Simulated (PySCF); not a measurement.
AlF2, SMILES [Al+]([F])[F], charge +1. Geometry optimised at B3LYP-D3(BJ)/def2-TZVP. The multiplicity is an assumed one; other spin states were not compared. The isomer is the one that the SMILES or the coordinates give; other isomers of the formula were not compared.

The numbers are results of PySCF with B3LYP-D3(BJ)/def2-TZVP, not measurements.

Harmonic wavenumbers (cm⁻¹): 187, 187, 755, 1159. Rotational constants (GHz): 5.249 (linear); symmetry number 2.

**Question.** Work out the zero-point energy and the ideal-gas rigid-rotor harmonic-oscillator thermochemistry at 298.15 K and 1 atm.

**Answer.** ZPE = ½ Σ hcν = ½ × 2287 cm⁻¹ = 3.27 kcal/mol. H − E(el) = 6.14 kcal/mol. Entropy in cal/(mol K): translation 38.43, rotation 14.67, vibration 4.82, total 57.92. G − E(el) = -11.13 kcal/mol. Cp = 11.63 cal/(mol K).
